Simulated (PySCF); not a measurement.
Job file and geometry (Å, from PBE0-D3(BJ)/def2-SVP) of an NMR shielding run on `CC(C)P(C(C)C)C(C)C`, C$_{9}$H$_{21}$P, PySCF 2.14.0, density-fitted response routines, GIAO WP04/pcSseg-1 NMR shielding, non-relativistic, gas phase; density fitting, a coarse starting grid and PySCF grid level 2 are the driver's defaults:

```
$ OMP_NUM_THREADS=1 python probes_run.py task.json out

{"job": {"kind": "nmr", "xc": "WP04", "basis": "pcSseg-1", "pop": false}, "charge": 0, "multiplicity": 1}
C      1.209471    -2.227061     1.368359
C      1.189658    -0.791880     0.850366
C      2.611871    -0.263057     0.679874
P      0.309811    -0.710648    -0.801510
C     -1.383684    -1.414917    -0.398714
C     -2.159455    -0.779301     0.747099
C     -2.218948    -1.475068    -1.675389
C     -0.057822     1.127941    -1.029290
C     -0.097594     2.000925     0.220614
C      0.889228     1.711243    -2.076965
H      0.209184    -2.583329     1.655264
H      1.853641    -2.304549     2.259426
H      1.609687    -2.919104     0.608789
H      0.661592    -0.160576     1.584791
H      3.160152    -0.306475     1.635304
H      3.167506    -0.865269    -0.056765
H      2.632417     0.780979     0.333950
H     -1.144252    -2.456462    -0.120212
H     -1.572351    -0.730615     1.676672
H     -3.072800    -1.358505     0.963767
H     -2.480412     0.243565     0.495822
H     -1.669616    -1.962975    -2.494632
H     -3.152448    -2.035799    -1.505257
H     -2.506892    -0.467972    -2.019663
H     -1.070465     1.120365    -1.471214
H      0.898343     2.097663     0.679455
H     -0.430579     3.019858    -0.038704
H     -0.781362     1.615202     0.988411
H      0.610087     2.748901    -2.325086
H      0.877621     1.119776    -3.004232
H      1.929432     1.728165    -1.713625
```

Task: Write the output of this run.

Result: 
```
coarse grid: 24424 points
cycle   1  E = -709.7269849297  dE =  3.445e-01  |g| = 9.246e-01  |ddm| = 4.844e+00
cycle   2  E = -709.5742700511  dE =  1.527e-01  |g| = 1.182e+00  |ddm| = 1.844e+00
cycle   3  E = -709.9515401288  dE = -3.773e-01  |g| = 1.037e-01  |ddm| = 1.151e+00
cycle   4  E = -709.9536077798  dE = -2.068e-03  |g| = 4.337e-02  |ddm| = 1.680e-01
cycle   5  E = -709.9540534202  dE = -4.456e-04  |g| = 8.286e-03  |ddm| = 4.174e-02
cycle   6  E = -709.9540675278  dE = -1.411e-05  |g| = 2.665e-03  |ddm| = 8.404e-03
cycle   7  E = -709.9540692887  dE = -1.761e-06  |g| = 6.513e-04  |ddm| = 3.355e-03
final grid: 225616 points
cycle   8  E = -710.0490322029  dE = -1.745e-04  |g| = 1.340e-02  |ddm| = 7.542e-02
cycle   9  E = -710.0490006662  dE =  3.154e-05  |g| = 1.737e-02  |ddm| = 2.471e-02
cycle  10  E = -710.0490783897  dE = -7.772e-05  |g| = 1.231e-03  |ddm| = 1.485e-02
cycle  11  E = -710.0490787012  dE = -3.115e-07  |g| = 5.192e-04  |ddm| = 2.145e-03
cycle  12  E = -710.0490787658  dE = -6.459e-08  |g| = 1.169e-04  |ddm| = 5.557e-04
cycle  13  E = -710.0490787686  dE = -2.789e-09  |g| = 4.327e-05  |ddm| = 1.517e-04
cycle  14  E = -710.0490787690  dE = -4.788e-10  |g| = 9.273e-06  |ddm| = 5.582e-05
converged SCF energy = -710.0490787690

GIAO shielding tensors (ppm)
atom      isotropic    diamagn.    paramagn.     s11        s22        s33       span
  0 C      150.891     249.274     -98.383    137.399    144.313    170.962     33.563
  1 C      145.533     257.542    -112.009    134.733    149.996    151.871     17.138
  2 C      148.742     250.056    -101.314    134.198    141.937    170.091     35.893
  3 P      262.323     976.737    -714.414    229.131    259.216    298.621     69.490
  4 C      142.158     257.664    -115.506    136.747    139.842    149.884     13.136
  5 C      153.124     251.907     -98.783    143.920    147.472    167.982     24.062
  6 C      149.801     248.406     -98.604    131.937    145.338    172.129     40.191
  7 C      146.241     257.091    -110.849    138.341    147.856    152.527     14.186
  8 C      151.050     252.377    -101.327    135.847    148.585    168.719     32.871
  9 C      145.156     248.346    -103.190    126.151    140.636    168.681     42.531
 10 H       30.523      33.562      -3.038     24.909     30.944     35.717     10.808
 11 H       30.606      29.568       1.038     26.332     27.950     37.537     11.205
 12 H       30.731      31.732      -1.001     27.241     28.714     36.238      8.996
 13 H       29.891      40.083     -10.192     27.834     29.178     32.661      4.828
 14 H       30.491      30.170       0.321     26.314     27.614     37.544     11.230
 15 H       30.655      31.840      -1.185     27.615     28.336     36.014      8.399
 16 H       30.520      34.672      -4.152     24.955     31.343     35.261     10.307
 17 H       30.183      36.380      -6.197     25.933     30.097     34.519      8.586
 18 H       30.316      35.963      -5.647     25.648     30.862     34.438      8.790
 19 H       30.560      30.379       0.181     26.201     27.713     37.765     11.564
 20 H       30.701      35.313      -4.613     26.616     30.850     34.635      8.020
 21 H       30.353      31.029      -0.675     25.906     28.497     36.658     10.753
 22 H       30.440      28.235       2.205     26.109     27.770     37.440     11.331
 23 H       30.702      32.876      -2.174     26.425     30.643     35.037      8.612
 24 H       30.281      37.882      -7.601     25.899     30.531     34.413      8.514
 25 H       30.545      35.424      -4.879     26.337     30.771     34.527      8.189
 26 H       30.456      31.474      -1.018     26.309     27.615     37.443     11.133
 27 H       30.303      36.688      -6.385     25.710     30.742     34.457      8.747
 28 H       30.481      29.249       1.232     26.243     27.689     37.510     11.267
 29 H       30.278      31.312      -1.034     26.053     28.539     36.240     10.187
 30 H       30.615      32.360      -1.745     26.300     30.449     35.097      8.797
```

Task: Turn these shieldings into chemical shifts. Scale: 13C (σ = 172.44 ppm) and 1H (σ = 31.56 ppm) vs TMS; 31P (σ = 299.29 ppm) against H3PO4 (reference shieldings calculated alike).

Result: Averaging equivalent atoms: C 1/4/7: 27.8; C 0/2/5/6/8/9: 22.6; P 3: 37.0; H 13/17/24: 1.45; H 10/11/12/14/15/16/18/19/20/21/22/23/25/26/27/28/29/30: 1.05 ppm. Experimental scales use liquid or dissolved standards, which lie at an offset from isolated H3PO4.

Size and cost of the density-fitted run: 282 basis functions, 90 s wall time on 1 thread of an Arm Neoverse V2, shared host.
